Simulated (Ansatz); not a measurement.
Reactions of C3H5Al, SMILES `C#[C][AlH][CH3]`.

Program: Ansatz. Geometries: PBE0-D4/def2-TZVP. ΔE: electronic, gas phase. CCSD(T)/CBS adds triple-zeta CCSD(T) − MP2 to the extrapolated MP2 energy (def2 sets, frozen cores). This one scheme is used for every species. DFT in def2-TZVPP. Triplets are unrestricted, without spin–orbit coupling. For Ge outer-core shells are correlated without core-valence functions, which leaves a few kJ/mol of doubt a bond. Scalar relativity is left out up to krypton. Each species was taken in one conformer, which may not be the lowest.

```json
{"reaction": "`C#[C][AlH][CH3]` → `C#[C][AlH2]` + `[CH2]` (triplet)", "CCSD(T)/CBS(def2) (kcal/mol)": "?"}
{"reaction": "`C#[C][AlH][CH3]` + H₂ → `C#[C][AlH2]` + CH₄", "CCSD(T)/CBS(def2) (kcal/mol)": "-5.0"}
{"reaction": "`C#[C][AlH][CH3]` + `O[SiH2]CS` → `CO[SiH2]CS` + `C#[C][AlH2]`", "CCSD(T)/CBS(def2) (kcal/mol)": "25.1"}
{"reaction": "`C#[C][AlH][CH3]` + GeH₄ → `C#[C][AlH][GeH3]` + CH₄", "CCSD(T)/CBS(def2) (kcal/mol)": "-7.9"}
{"reaction": "`C#[C][AlH][CH3]` + `CC` → `C#[C][AlH][CH2]C` + CH₄", "CCSD(T)/CBS(def2) (kcal/mol)": "?"}
{"reaction": "`C#[C][AlH][CH3]` + `[GeH3][S][GeH3]` → `[CH3][AlH][S][GeH3]` + `C#[C][GeH3]`", "CCSD(T)/CBS(def2) (kcal/mol)": "-7.4"}
```

Task: Fill in the missing values. (Best estimate.)

Result: Computed: `C#[C][AlH][CH3]` → `C#[C][AlH2]` + `[CH2]` (triplet): +115.2 kcal/mol; `C#[C][AlH][CH3]` + `CC` → `C#[C][AlH][CH2]C` + CH₄: +2.1 kcal/mol.

Largest T1 diagnostic: 0.013, for `C#[C][AlH][GeH3]`.
